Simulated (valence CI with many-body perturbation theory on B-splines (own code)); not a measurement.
Results of a calculation; reference values are marked as such.
**Ladder of approximations for Tm38+**

Method: relativistic CI+MBPT: three valence electrons over a frozen Dirac-Fock core [Ar] 3d10, radial functions for each j: 11 s, 11 p, 9 d, 7 f, 5 g, 2 h, 1 i, with the one-electron correlation potential Σ1, the two-electron term Σ2, the three-electron term Σ3, Breit, model QED; selected CI, second order for the rest (own B-spline code, finite nucleus).

The last digits are not significant, and no measured levels were compared; by estimate large intervals hold to a few tenths of a per cent, small ones and those within an open d or f shell to about a per cent.

Each rung adds one term. CI alone is the Dirac-Coulomb CI over the frozen core; QED comes last and gives the full result, which names the levels. Energies are above (4s^2 4p1/2) J=1/2 on the same rung, in cm⁻¹.

Levels are named by their leading jj configuration (3d3/2^4 stands for four electrons in 3d with j = 3/2), which in mixed levels can hold well under half, so a name can repeat and another be missing. Letters in brackets count levels of one name in rising energy.

```csv
Level,CI alone
(4s^2 4p3/2) J=3/2,547265
(4s 4p1/2^2) J=1/2,680809
(4s 4p1/2 4p3/2) J=3/2 [a],1133690
(4s 4p1/2 4p3/2) J=5/2,1195570
(4s 4p1/2 4p3/2) J=3/2 [b],1285330
(4s 4p1/2 4p3/2) J=1/2,1311140
(4s 4p3/2^2) J=5/2,1692220
(4s^2 4d3/2) J=3/2,1705510
(4s^2 4d5/2) J=5/2,1857310
(4s 4p3/2^2) J=1/2,1855650
(4s 4p3/2^2) J=3/2,1892200
(4p1/2^2 4p3/2) J=3/2,1975990
(4s 4p1/2 4d3/2) J=3/2 [a],2239060
(4s 4p1/2 4d3/2) J=5/2,2285340
(4s 4p1/2 4d3/2) J=1/2,2389780
(4s 4p1/2 4d3/2) J=3/2 [b],2390810
```

**Question.** What do these energies become with core correlation, Breit and QED?

**Answer.** (4s^2 4p3/2) J=3/2 544030 (-3235); (4s 4p1/2^2) J=1/2 679320 (-1489); (4s 4p1/2 4p3/2) J=3/2 [a] 1131950 (-1738); (4s 4p1/2 4p3/2) J=5/2 1191480 (-4090); (4s 4p1/2 4p3/2) J=3/2 [b] 1277650 (-7688); (4s 4p1/2 4p3/2) J=1/2 1299700 (-11434); (4s 4p3/2^2) J=5/2 1685960 (-6266); (4s^2 4d3/2) J=3/2 1690990 (-14516); (4s^2 4d5/2) J=5/2 1840160 (-17151); (4s 4p3/2^2) J=1/2 1844020 (-11630); (4s 4p3/2^2) J=3/2 1875660 (-16541); (4p1/2^2 4p3/2) J=3/2 1964310 (-11678); (4s 4p1/2 4d3/2) J=3/2 [a] 2230720 (-8347); (4s 4p1/2 4d3/2) J=5/2 2275580 (-9765); (4s 4p1/2 4d3/2) J=1/2 2373500 (-16286); (4s 4p1/2 4d3/2) J=3/2 [b] 2375190 (-15622).

**Question.** How does the ionisation energy move along the ladder, and which term matters most?

**Answer.** CI alone 1762.6, + Σ1 1764.4, + Σ2 1764.3, + Σ3 1764.2, + Breit 1762.2, + QED 1762.2 eV. The largest step is Breit, -2.0 eV, with Σ1 about as large (1.8). NIST lists 1761 ± 4 eV (theoretical).
